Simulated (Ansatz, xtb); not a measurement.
# C4H4BrNS: which of two isomers lies lower

Structure I is `Cc1csc(Br)n1`, a singlet and structure II is `Cc1ncc(Br)s1`, a singlet. Both are isolated molecules in the gas phase, relaxed with B3LYP/def2-SVP.

Quicker runs give these differences E(II) − E(I): GFN2-xTB +0.008 eV; HF/STO-3G +0.089 eV (at GFN2-xTB geometries); r2SCAN-D4/def2-SVP +0.045 eV (at GFN2-xTB geometries).

Task: Estimate E(II) − E(I) at the level CCSD(T)/def2-SVP + ΔMP2/def2-TZVPP.

Result: CCSD(T)/def2-SVP + ΔMP2/def2-TZVPP gives E(II) − E(I) = +0.048 eV, favouring structure I, but this leans on the basis-set step: CCSD(T) alone gives +0.029 eV.

The same difference at several levels:

```
                             level        geometry  E(II) − E(I) (eV)  departure from the last row (eV)  job, with rough time for the two
                          GFN2-xTB        GFN2-xTB              +0.008                            −0.039              optimisation, 0.12 s
                         HF/STO-3G        GFN2-xTB              +0.089                            +0.041              single point, 0.76 s
                r2SCAN-D4/def2-SVP        GFN2-xTB              +0.045                            −0.003               single point, 8.1 s
                    B3LYP/def2-SVP  B3LYP/def2-SVP              +0.048                             0.000                optimisation, 53 s
                       HF/def2-SVP  B3LYP/def2-SVP              +0.018                            −0.030           part of the CCSD(T) run
                      MP2/def2-SVP  B3LYP/def2-SVP              +0.045                            −0.003           part of the CCSD(T) run
                  CCSD(T)/def2-SVP  B3LYP/def2-SVP              +0.029                            −0.019                      single point
CCSD(T)/def2-SVP + ΔMP2/def2-TZVPP  B3LYP/def2-SVP              +0.048                                               single point, 2.5 min
```

As drawn, both hold the same kinds of bond in the same numbers.

GFN2-xTB, HF/def2-SVP find them nearly level. The largest departure from CCSD(T)/def2-SVP + ΔMP2/def2-TZVPP is that of HF/STO-3G, 0.041 eV. The last row adds to CCSD(T) the change of the MP2 difference between the two basis sets, here +0.019 eV.

With thermal terms from frequencies at re-optimised GFN2-xTB minima (ideal gas, soft modes damped towards free rotors, one conformer each, 298.15 K, 1 atm): on the last row, ΔE + ΔZPE = +0.045, ΔH = +0.047, ΔG = +0.043 eV.

The correlated steps freeze 19 core orbitals; the filled d shell of Br is correlated, in a basis made for valence electrons. Run with Ansatz 0.2.0, xtb 6.7.1; the last row on 2 threads of Arm Neoverse V2 on a shared host.
